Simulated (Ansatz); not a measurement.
[10]phenacene (C42H24). Charge 0, multiplicity 1. Geometry r2SCAN-D4/def2-SVP, basis def2-SVP, Ansatz.

| run | HOMO (eV) | LUMO (eV) |
| --- | --- | --- |
| A | -5.58 | -1.77 |
| B | -5.21 | -2.37 |
| C | -5.04 | -2.39 |
| D | -5.50 | -2.11 |
| E | -5.83 | -1.73 |

B3LYP takes the VWN-RPA correlation. Single mean-field runs in def2-SVP are fitted with def2-universal-jkfit.

Task: The runs used B3LYP, PBE, PBE0, r2SCAN, r2SCANh. Estimate which is which.

Result: A B3LYP (20 % exact exchange); B r2SCAN (0 % exact exchange); C PBE (0 % exact exchange); D r2SCANh (10 % exact exchange); E PBE0 (25 % exact exchange). Exact exchange lowers occupied and raises empty levels; among semilocal functionals meta-GGAs tend to open the gap a little, and such runs are hard to tell apart. The gap grows from 2.65 eV (PBE) to 4.10 eV (PBE0).
